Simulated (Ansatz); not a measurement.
Z-matrix (Å, degrees):
```
C
H 1 1.0868
H 1 1.0912 2 110.21
H 1 1.0914 2 110.01 3 -120.62
In 1 2.2232 2 111.62 4 -119.52
H 5 1.7866 1 118.23 2 -176.15
```
Charge 0, spin multiplicity 2.

Method: frozen-core CCSD(T)/def2-TZVPP // B3LYP-D3(BJ)/def2-TZVP run with Ansatz (an electronic-structure program).

```
Item                            Value
----------------------  -------------
HF energy               -229.38027 Ha
MP2 correlation energy    -0.45574 Ha
```

Estimate the CCSD correlation energy, the (T) correction, the total energy and the T1 diagnostic.


```yaml
CCSD correlation energy: -0.47359 Ha
"(T) correction": -0.01505 Ha
CCSD(T) total energy: -229.86891 Ha
T1 diagnostic: 0.017
```
